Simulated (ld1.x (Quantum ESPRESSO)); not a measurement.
Values are calculated unless marked as measured or tabulated.
Potentials for gallium (Ga) compared

Generated with ld1.x 7.5 (TM, RRKJ, ultrasoft, PAW), atompaw 4.2 or ONCVPSP 4.0.1. The cutoff is in Ry: for ld1.x and atompaw files where the sum of valence levels is converged to 10 mRy in a Bessel basis, for ONCV files where the hardest occupied wave has 1 mHa per electron of residual kinetic energy. The error is the largest all-electron minus pseudo excitation energy over each file’s own four to seven test configurations (ionisations up to +4, promotions, holes and added fractions of an electron), all of which were solved. The labels leave out finer settings (local radius, basis sizes, second energies), which also bear on the numbers. Spin-polarised tests are not counted. The rows are a selection from randomly drawn settings: files with unsolved tests, undetermined cutoffs or missed reference levels are left out.

A true bound ghost makes a file unfit for plane-wave use even where its test errors are small: the radial tests pick states by their node count and pass the ghost by.

| potential | cutoff (Ry) | largest error (meV) | bound ghosts |
| --- | --- | --- | --- |
| TM, PBEsol, scalar-relativistic, rc 1.55/2.15/1.10 (spd), local d, core correction no, reference 3d10 4s1 4p0 | 230 | -411 | s, p |
| ultrasoft, BP86, scalar-relativistic, rc 1.60/2.10/1.15 (spd), local smoothed, core correction no, reference 3d10 4s2 4p1 | 110 | -579 | none |
| TM, LDA (PZ), scalar-relativistic, rc 1.65/1.95 (sp), local s, core correction yes, reference 4s2 4p0.5 | 18 | -146 | none |
| TM, PBEsol, scalar-relativistic, rc 2.00/1.75/1.60 (spd), local s, core correction no, reference 4s2 4p1 | 15 | +56 | d |
| TM, PBEsol, scalar-relativistic, rc 1.50/2.50 (sp), local s, core correction no, reference 4s1.75 4p1.25 | 25 | +53 | none |

Problem. Fill in the row for Ga: ultrasoft, PBE, scalar-relativistic, rc 2.00/2.05/1.15 (spd), local smoothed, core correction yes, reference 3d10 4s2 4p0.5.

Solution. cutoff 110 Ry, largest error -154 meV, bound ghosts: none.

Problem. Fill in the row for Ga: TM, PBE, scalar-relativistic, rc 1.80/2.35/0.95 (spd), local smoothed, core correction no, reference 3d10 4s2 4p1.

Solution. cutoff 260 Ry, largest error +140 meV, bound ghosts: none.

Problem. Fill in the row for Ga: RRKJ, PBEsol, scalar-relativistic, rc 1.60/2.40 (sp), local smoothed, core correction yes, reference 4s2 4p1.

Solution. cutoff 15 Ry, largest error -178 meV, bound ghosts: none.
